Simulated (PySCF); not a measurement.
InCl2(OEt), C₂H₅Cl₂InO.
Structure used (PBE0-D3(BJ)/def2-SVP), in Å, numbered top down from 1:
```
atom  x, y, z in Å
In1    1.2957    1.4687   -0.6431
Cl2    3.4304    2.1025   -1.2814
Cl3   -0.5177    2.5022   -1.6804
O4     1.0255    0.1260    0.7876
C5    -0.2561   -0.3965    1.0435
C6    -0.8295   -1.1572   -0.1347
H7    -0.1446   -1.0745    1.9086
H8    -0.9649    0.3957    1.3555
H9    -1.7957   -1.6206    0.1184
H10   -1.0075   -0.4802   -0.9892
H11   -0.1377   -1.9518   -0.4541
```

Computed with PBE0-D3(BJ)/def2-SVP geometry optimisation, gas phase, def2 core potentials past Kr in PySCF 2.14.0.

(1) Which atoms are bound to In1, and at what distances?

(2) List the angles at In1.

(3) What is the shape at In1?

(4) What are the other bond lengths?

(5) Give some angles away from the centre.

(6) What are the rotational constants (commonest isotopes, rigid rotor)?

Answers

(1) 3 atoms: O4 1.981 Å, Cl2 2.316 Å, Cl3 2.331 Å. The nearest atom not counted as bound is C5, at 2.95 Å.

(2) 
```tsv
angle	degrees	distance of the outer atoms (Å)
Cl3–In1–O4	121.1	3.76
Cl2–In1–O4	120.7	3.74
Cl2–In1–Cl3	118.2	3.99
```

(3) Planar: angles 121.1°, 120.7° and 118.2°, sum 360.0°, 0.02 Å off the plane of its three neighbours. The In–Cl distances aren't all alike: 2.316 to 2.331 Å.

(4) O4–C5 1.407 Å; C5–C6 1.515 Å; C5–H7, C5–H8 1.106 Å; C6–H9, C6–H10, C6–H11 1.102 Å.

(5) In1–O4–C5 120.5°, O4–C5–C6 112.9°.

(6) A = 1885, B = 1017, C = 706.8 MHz: an asymmetric top.

Point group: C1 (no symmetry element, even within 0.4 Å). Charge 0, singlet. No frequency check.

One conformer stands for the species.
